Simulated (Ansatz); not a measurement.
Relaxation of CH₂BFOS (7 atoms, charge 0, multiplicity 1), to a largest force component of 0.015 eV/Å in at most 40 steps.

Method: RKS PBE0-D4/def2-SVP (Ansatz).

```xyz
7
Properties=species:S:1:pos:R:3
O 0.523 -1.668 0.458
C 0.269 -0.427 0.341
S 0.100 0.589 1.798
B 0.211 0.238 -1.076
F 0.251 -0.593 -2.280
H 1.442 0.879 1.863
H -0.034 1.390 -1.169
```

Q: Where does it end, and by what steps?

A: The forces met the threshold. After 16 steps the energy has fallen by 1.195 eV; H6 moved furthest, 1.04 Å.

```
step  energy less start (eV)  largest force component (eV/Å)  accepted
   0                  0.0000                           5.656       yes
   1                 -0.2145                           3.121       yes
   2                 -0.4995                           2.818       yes
   3                 -0.6601                           1.742       yes
   4                 -0.7411                           0.358       yes
   5                 -0.7599                           0.219       yes
   6                 -0.7777                           1.280       yes
   7                 -0.8599                           1.363       yes
   8                 -0.9950                           1.067       yes
   9                 -1.0915                           0.965       yes
  10                 -1.1808                           0.244       yes
  11                 -1.1591                           0.876        no
  12                 -1.1887                           0.525       yes
  13                 -1.1900                           0.528       yes
  14                 -1.1952                           0.026       yes
  15                 -1.1953                           0.019       yes
  16                 -1.1953                           0.006       yes
```

```xyz
7
Properties=species:S:1:pos:R:3
O 0.119 -1.841 0.388
C 0.321 -0.655 0.382
S 0.688 0.233 1.901
B 0.297 0.221 -0.971
F 0.265 -0.433 -2.101
H 0.764 1.452 1.325
H 0.309 1.430 -0.989
```

Time of the run: 100 s on 1 CPU thread of a shared host.
